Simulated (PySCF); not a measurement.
These compounds are isomers of formula C6H6F2O.

A. `InChI=1S/C6H6F2O/c1-5(2-3-7)6(8)4-9/h2H,3H2,1H3/b5-2+`
B. `InChI=1S/C6H6F2O/c7-4-5(8)6-2-1-3-9-6/h1-2H,3-4H2/b6-5+`
C. `CO/C(F)=C/C#CCF`

Spectrum 1. ¹H NMR (300 MHz, computed): δ 6.05 (m, 1H), 5.80 (m, 2H), 1.45 (s, 3H). ¹³C{¹H} NMR (computed): δ 270.3 (C), 133.2 (C), 128.5 (CH), 123.9 (C), 87.0 (CH2), 13.1 (CH3).

Spectrum 2. ¹H NMR (300 MHz, computed): δ 5.53 (m, 2H), 4.38 (m, 1H), 3.94 (s, 3H). ¹³C{¹H} NMR (computed): δ 176.7 (C), 94.6 (C), 89.3 (C), 74.4 (CH2), 66.5 (CH), 55.1 (CH3).

Spectrum 3. ¹H NMR (300 MHz, computed): δ 6.85 (m, 1H), 6.40 (m, 1H), 5.50 (m, 2H), 5.37 (m, 2H). ¹³C{¹H} NMR (computed): δ 162.6 (C), 150.2 (C), 139.5 (CH), 130.4 (CH), 82.7 (CH2), 81.1 (CH2).

Theory: coordinates at the GFN2-xTB level, σ from GIAO-PBE0/pcSseg-1, in PySCF 2.14.0 with density-fitted response routines (non-relativistic Hamiltonian, fast rotation and ring inversion assumed for equivalent nuclei, one conformer, isolated molecule).

δ = σ(ref) − σ, references computed at the same level: ¹H (31.72 ppm), ¹³C (186.93 ppm) against TMS. Splittings of carbon signals by F and P are missing where no couplings were computed. Where no couplings were computed, multiplicities follow the n + 1 count of equivalent neighbours, and m marks all less simple cases (inequivalent or close neighbours, rings, F or P nearby). Shifts are as computed. Against solution values, carbons near 30 ppm lie about +3 ppm off and those near 130 ppm about +5 ppm. Of 1309 compounds with measured shifts, 239 miss one by over three times the rms of a fit or turn the order of signals round; such compounds aren't used in these exercises.

Q: Match each spectrum to its structure.

A: 1–A, 2–C, 3–B.

- Spectrum 1 (A): 6 ¹³C signals; δC 128.5 is an alkene CH; δC 123.9 is a fully substituted alkene carbon.
- Spectrum 2 (C): 6 ¹³C signals; δC 176.7 is an alkene carbon bearing oxygen; δC 94.6 is an alkyne carbon.
- Spectrum 3 (B): 6 ¹³C signals; δC 162.6 is an alkene carbon bearing oxygen; δC 139.5 is an alkene CH.
